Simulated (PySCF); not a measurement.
Ag₂, SMILES [Ag][Ag], multiplicity 1. Atoms are numbered in the order given.

```xyz
2

Ag     0.0000     0.0000    -1.2882
Ag     0.0000     0.0000     1.2882
```

Coordinates come from a PBE0-D3(BJ)/def2-TZVPD optimisation. The multiplicity is an assumed one; other spin states were not compared. The def2 effective core potentials stand for the cores of Ag; spin–orbit coupling is left out.

All values below come from PySCF with PBE0/def2-TZVPD.

The molecule is in vacuum.

Task: Estimate the frontier levels, gap, dipole moment and polarisability. (Estimate from the structure and the level; the computed values follow.)

Result: 
```yaml
highest_occupied_level: -5.66 eV
lowest_empty_level: -2.33 eV
orbital_gap: 3.33 eV
dipole_moment: 0.00 D
quadrupole, principal values (traceless, Buckingham form, about the centre of nuclear charge): -4.14, -4.14, 8.29 D·Å
mean_static_polarisability: 90.7 bohr³ (13.44 Å³)
polarisability_principal_values: 68.9, 68.9, 134.3 bohr³
```
